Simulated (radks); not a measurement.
The numbers below are computed, except where a source is named.
Problem. Neutral calcium, [Ar] 4s2. Level of theory: non-relativistic Kohn-Sham, PBE, spin-polarised, spherical densities, point nucleus (a radial shooting solver on a logarithmic mesh with Libxc functionals). Every spin shell is full or empty, so the densities are truly spherical. Functionals are evaluated on that one density, not self-consistently. Rank these exchange functionals by their error against the exact value of the orbitals, and give that value: LDA, B88, RPBE, OPTX, SOGGA, G96, EV93, APBE, TPSS, SCAN, r2SCAN, Tao-Mo, MVS.

Solution. Exact: -35.1892 hartree. From best to worst, with 100 (|E| - |E exact|)/|E exact| (equal figures are ties): RPBE -0.02, r2SCAN -0.02, B88 +0.02, G96 +0.12, OPTX +0.16, TPSS +0.17, MVS -0.21, Tao-Mo -0.23, SCAN +0.27, APBE +0.59, EV93 +0.90, SOGGA -3.29, LDA -7.36.
